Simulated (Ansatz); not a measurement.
The same path of F2H3NSi (7 atoms, charge 0, multiplicity 1) was run twice with different band settings. Lost on the way: Si1–H5. Made: N2–H5.

Level of theory: RKS LDA/def2-SVP (Ansatz).

Relaxed end points:

```xyz
7
Properties=species:S:1:pos:R:3
Si 0.398 0.006 0.127
N 0.765 -0.064 1.773
H 0.071 -0.156 2.517
H 1.703 0.151 2.116
H 1.655 0.080 -0.667
F -0.552 1.252 -0.260
F -0.487 -1.269 -0.307
```

```xyz
7
Properties=species:S:1:pos:R:3
Si -0.001 -0.044 -0.555
N 1.184 -0.078 1.143
H 0.755 -0.824 1.718
H 0.977 0.839 1.577
H 2.202 -0.220 1.067
F -0.570 1.397 0.053
F -0.994 -1.070 0.297
```

Common settings: movable images 9; climbing image yes; optimiser quadratic models (default); start path through a guess of the saddle point; force threshold 0.05 eV/Å; iteration limit 60; end points relaxed.

| run | spring |
| --- | --- |
| 1 | 5.0 eV/Å² |
| 2 | 50.0 eV/Å² |

What does each run give, and how far can it be trusted?

Run 1: converged after 14 iterations, highest image 2.650 eV above the first end. Neighbouring images differ by up to 1.2 eV, so the band resolves the path poorly. A vibrational analysis at the climbing image gives one clearly imaginary mode, 1294i cm⁻¹: a first-order saddle point.
Run 2: converged after 13 iterations, highest image 2.650 eV above the first end. Neighbouring images differ by up to 1.2 eV, so the band resolves the path poorly. Another band between the same ends (9 images) ends at a top of the same energy, where a vibrational analysis finds 1 clearly imaginary mode.
The orbitals stay closed-shell, which can raise the energy where a bond breaks towards radicals; this wasn't checked here.
